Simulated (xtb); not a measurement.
Here is a job for xtb.
```
$ xtb mol.xyz --gfn 1 --uhf 1 --etemp 10000 --json

# file mol.xyz
7

C     -2.01893835    -0.48835810    -0.00921030
Si    -0.23081554    -0.09736185    -0.53333853
Cl     1.04857991    -1.42708373     0.33708838
Cl     0.27405550     1.77962342     0.08689332
H     -2.11035886    -0.42589345     1.07439724
H     -2.30897346    -1.48877870    -0.31358728
H     -2.72042203     0.21471190    -0.44649774
```

Question: Estimate the dipole moment that GFN1-xTB in xtb returns for this input.

Answer: 1.94 D

Question: Estimate the total energy (a free energy at this electronic temperature) that GFN1-xTB returns for this input.

Answer: -14.174978 Ha

Question: Give the partial charges in atom order at the level GFN1-xTB.

Answer: C1 -0.15, Si2 0.24, Cl3 -0.10, Cl4 -0.10, H5 0.04, H6 0.04, H7 0.04
